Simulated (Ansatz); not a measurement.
Basis-set series for `[CH2][In]([CH3])[SH]` radical. The species carries charge 0 and has multiplicity 2. In: def2 effective core potential. The structure was optimised at the PBE0-D4/def2-TZVP level. It is one conformer, not always the lowest.

```
atom    x (Å)    y (Å)    z (Å)
  C1  -0.8608   0.5381  -1.8177
 In2   0.2162   0.0752  -0.0620
  C3  -0.4393  -0.8249   1.7653
  S4   2.5468   0.6589  -0.1427
  H5  -0.3948   1.0011  -2.6835
  H6  -1.9223   0.3383  -1.9398
  H7  -0.2892  -0.1245   2.5883
  H8   0.1552  -1.7174   1.9650
  H9  -1.4929  -1.0987   1.7164
 H10   2.4810   1.1539  -1.3892
```

| functional | basis | functions | energy (Eh) | HOMO (eV) | LUMO (eV) |
| --- | --- | --- | --- | --- | --- |
| PBE0-D4 | def2-TZVPP | 238 | -667.92499 | -6.88 | -2.65 |
| PBE0-D4 | def2-QZVPP | 446 | -667.94350 | -6.90 | -2.68 |
| ωB97M-V | def2-TZVPP | 238 | -668.03007 | -8.93 | -1.00 |
| ωB97M-V | def2-QZVPP | 446 | -668.04800 | -8.95 | -1.05 |

(1) Give the rows for def2-SVP. (Estimate.)

Answers

(1) Ansatz gave: 
| functional | basis | functions | energy (Eh) | HOMO (eV) | LUMO (eV) |
| --- | --- | --- | --- | --- | --- |
| PBE0-D4 | def2-SVP | 102 | -667.68620 | -6.76 | -2.52 |
| ωB97M-V | def2-SVP | 102 | -667.78578 | -8.79 | -0.75 |

HOMO and LUMO are taken over both spins.
